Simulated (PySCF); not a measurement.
C3H2F6.
Cartesian coordinates in Å at the GFN2-xTB level; atoms count from 1:
```
atom  x, y, z in Å
F1     1.245    1.438   -0.495
C2     1.289    0.089   -0.354
C3     0.083   -0.406    0.454
F4     0.008   -1.752    0.338
F5     0.226   -0.147    1.770
C6    -1.269    0.196   -0.025
F7    -1.401    1.463    0.346
F8    -1.352    0.144   -1.357
F9    -2.298   -0.485    0.468
H10    1.265   -0.364   -1.351
H11    2.210   -0.173    0.179
```

Computed geometry: GFN2-xTB, gas phase.

Take the most abundant isotopes and a rigid rotor. The values belong to one conformer with, in the numbering `[F:1][CH2:2][C:3]([F:4])([F:5])[C:6]([F:7])([F:8])[F:9]`, F1–C2–C3–F4 167°.

(1) Give the principal moments of inertia and the rotational constants in MHz.

(2) What kind of rotor is it?

(3) What does the inertial defect say?

(4) Give the other two planar moments, Paa and Pbb, and the rms extents of the mass along the axes.

(5) List the rotational levels J(Ka,Kc) to J = 2 (cm⁻¹).

(6) Estimate the classical rotational partition function at 25 K, 50 K and 100 K.

Results:

(1) Ia = 254.28, Ib = 316.10, Ic = 387.58 u·Å²; 505379 MHz·u·Å²/I gives A = 1988, B = 1599, C = 1304 MHz.

(2) An asymmetric top: κ = (2 × 1599 − 1988 − 1304)/(1988 − 1304) = -0.14.

(3) Not planar: Δ = Ic − Ia − Ib = -182.79 u·Å². For a rigid frame Δ = −2 Σ m c², so Σ m c² = 91.40 u·Å² lies off the ab plane: 2.71 from hydrogen and 88.69 from heavier atoms. The atom farthest from that plane is 1.61 Å away.

(4) Paa = Σ m a² = (Ib + Ic − Ia)/2 = 224.70 and Pbb = Σ m b² = (Ia + Ic − Ib)/2 = 162.88 u·Å². With the mass M = 152.01 u, the rms extents √(P/M) along a, b and c are 1.22, 1.04, 0.78 Å.

(5) Above 0(0,0):
J = 1: 1(0,1) 0.0968, 1(1,1) 0.1098, 1(1,0) 0.1196
J = 2: 2(0,2) 0.2866, 2(1,2) 0.2936, 2(1,1) 0.3231, 2(2,1) 0.3620, 2(2,0) 0.3659
Those of J = 1 are B + C, A + C and A + B.

(6) Point group C1, symmetry number σ = 1; q = (√π/σ)·√((kT/h)³/(ABC)), k/h = 20836.6 MHz/K: 10400 at 25 K, 29300 at 50 K, 82800 at 100 K.

No frequency check. Zero-point vibration and centrifugal distortion are left out.
